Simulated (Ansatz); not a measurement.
A nudged elastic band was laid between two geometries of AlClH₂O₂ (6 atoms, charge 0, multiplicity 1).

Method: Ansatz 0.2.0, RKS BLYP/def2-SVP.

```
movable images  : 7
climbing image  : yes
spring          : 5.0 eV/Å²
optimiser       : quadratic models (default)
start path      : through a guess of the saddle point
force threshold : 0.05 eV/Å
iteration limit : 60
end points      : relaxed
```

Image 0:

```xyz
6
Properties=species:S:1:pos:R:3
O -0.159 1.401 -0.846
Al -0.056 -0.101 -0.039
O 1.058 -0.178 1.253
Cl -1.239 -1.768 -0.609
H -0.759 1.561 -1.593
H 1.197 -0.977 1.788
```

Image 8:

```xyz
6
Properties=species:S:1:pos:R:3
O -0.565 1.091 -1.162
Al -0.199 -0.229 -0.141
O 0.967 -0.062 1.101
Cl -1.240 -2.033 -0.489
H -0.126 1.953 -1.061
H 1.207 -0.784 1.706
```

What changes between the two ends?

No bond is made or broken. The dihedral H5–O1–Al2–Cl4 goes from 0 to 180°.

Give the energies along the band, and the barrier.

The forces met the threshold. The highest image is number 4 of 0 to 8, 9.2 kJ/mol above the first end and 10.5 kJ/mol above the last; the last end lies 1.3 kJ/mol below the first. A vibrational analysis at the climbing image gives one clearly imaginary mode, 323i cm⁻¹: a first-order saddle point.

```json
{"image": "0", "path coordinate (Å)": "0.00", "energy (kJ/mol)": "0.0", "dihedral H5–O1–Al2–Cl4 (°)": "0"}
{"image": "1", "path coordinate (Å)": "0.20", "energy (kJ/mol)": "1.4", "dihedral H5–O1–Al2–Cl4 (°)": "20"}
{"image": "2", "path coordinate (Å)": "0.40", "energy (kJ/mol)": "4.5", "dihedral H5–O1–Al2–Cl4 (°)": "43"}
{"image": "3", "path coordinate (Å)": "0.59", "energy (kJ/mol)": "7.8", "dihedral H5–O1–Al2–Cl4 (°)": "67"}
{"image": "4", "path coordinate (Å)": "0.79", "energy (kJ/mol)": "9.2", "dihedral H5–O1–Al2–Cl4 (°)": "92"}
{"image": "5", "path coordinate (Å)": "0.99", "energy (kJ/mol)": "7.6", "dihedral H5–O1–Al2–Cl4 (°)": "117"}
{"image": "6", "path coordinate (Å)": "1.19", "energy (kJ/mol)": "3.8", "dihedral H5–O1–Al2–Cl4 (°)": "141"}
{"image": "7", "path coordinate (Å)": "1.40", "energy (kJ/mol)": "0.1", "dihedral H5–O1–Al2–Cl4 (°)": "162"}
{"image": "8", "path coordinate (Å)": "1.60", "energy (kJ/mol)": "-1.3", "dihedral H5–O1–Al2–Cl4 (°)": "180"}
```

What is the geometry of the highest image?


```xyz
6
Properties=species:S:1:pos:R:3
O -0.130 1.157 -1.175
Al -0.064 -0.183 -0.133
O 0.980 -0.129 1.223
Cl -1.152 -1.948 -0.574
H -0.705 1.935 -1.193
H 1.112 -0.896 1.805
```

What are the harmonic wavenumbers there?

323i, 189, 234, 240, 350, 385, 475, 618, 802, 942, 3765, 3837 cm⁻¹.

The band took 10 iterations and roughly 110 core-seconds.

Run time: 110 s on 1 thread of Arm Neoverse V2, with other jobs on the host, peak memory 0.12 GiB.
